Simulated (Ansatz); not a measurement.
CH5NSSi can be A, `C=N[SiH2]S`, or B, `NC([SiH3])=S`.

Gas-phase electronic energies from Ansatz, PBE0-D4/def2-TZVP geometries. CBS: MP2 limit from def2 TZ/QZ plus the TZ coupled-cluster correction, frozen cores. DFT in def2-TZVPP. B3LYP here is the variant with VWN-RPA as its local correlation; programs differ in this. One conformer a species, not always the lowest.

(1) Which is lower in electronic energy at CCSD(T)/CBS, and by how much? (Best estimate.)

(2) Give E(B) − E(A) in kcal/mol with CCSD/def2-TZVPP, ωB97M-V, B3LYP-D4, BLYP-D4, CCSD(T)/def2-SVP, r2SCAN-D4, B3LYP. (Best estimate.)

(3) Does the order hold for the free energy at 298.15 K (harmonic terms from PBE0-D4)? (An estimate is asked.)

Largest T1 diagnostic: 0.018.

Answers

(1) Computed: A, by 17.4 kcal/mol.

(2) The calculation gave: CCSD/def2-TZVPP 19.3, ωB97M-V 16.8, B3LYP-D4 15.1, BLYP-D4 13.5, CCSD(T)/def2-SVP 14.8, r2SCAN-D4 13.7, B3LYP 15.5. None reverses the order clearly.

(3) The calculation gave: Yes: G(B) − G(A) = +18.8 kcal/mol, for one conformer each.

At CCSD(T), def2-SVP lies −2.6 kcal/mol from the extrapolated value and def2-TZVPP +0.4 kcal/mol. In def2-TZVPP, CCSD(T) changes the Hartree–Fock value by −4.8 kcal/mol (the triples alone add −1.5 kcal/mol) and MP2 by −5.7 kcal/mol.
